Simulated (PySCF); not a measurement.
PySCF was given this input:
```python
from pyscf import gto, scf

mol = gto.M(
    atom='''
As    0.000000    0.000000    0.000000
''',
    basis='def2-tzvp',
    charge=-1,
    spin=2,
    verbose=4,
)

mf = scf.UHF(mol)
mf = mf.density_fit(auxbasis='def2-universal-jkfit')
mf.kernel()
```

### Question
What does this run give for the HOMO energy, <S^2>, number of basis functions, total energy?

### Answer

The HOMO energy is -0.03 eV, the <S^2> comes out as 2.011 and the number of basis functions is 48. The total energy is -2234.1675 Eh.

These values belong to the state on which the SCF converged, which isn't shown to be the lowest.
